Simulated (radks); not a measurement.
Effect of the nuclear size on neutral tellurium, [Kr] 4d10 5s2 5p4. All-electron calculation, Dirac Kohn-Sham, exchange-only LDA, spin-unpolarised, spherical densities, finite nucleus; open shells fill j = l - 1/2 first; Fermi nuclear charge, rms radius 4.7423 fm. Program: a radial shooting solver on a logarithmic mesh with Libxc functionals. The rms radius is varied about that value; shifts are against it.

rms radius (fm)  total energy shift (eV)  density at nucleus (e/bohr^3)  1s1/2 shift (meV)  2s1/2 shift (meV)  4p1/2 shift (meV)  5s1/2 shift (meV)  5p1/2 shift (meV)  5p3/2 shift (meV)
3.9693                             -1.59                      2.338e+05               -665              -77.3              0.236             -0.355              0.038              0.039
4.5242                            -0.472                      2.288e+05               -198              -23.0              0.070             -0.105              0.011              0.012
4.7423                                 0                       2.27e+05              0.000              0.000              0.000              0.000              0.000              0.000
5.2118                              1.08                      2.235e+05                452               52.5             -0.161              0.241             -0.026             -0.027
5.8378                              2.65                      2.193e+05               1110                129             -0.394              0.591             -0.063             -0.066

Slopes of the eigenvalues against <r^2> in GHz/fm^2, as finite differences over the two radii next to the reference (eigenvalue slopes, not the field-shift constants of lines): 1s1/2 23500, 2s1/2 2730, 4p1/2 -8.34, 5s1/2 12.5, 5p1/2 -1.33, 5p3/2 -1.39.
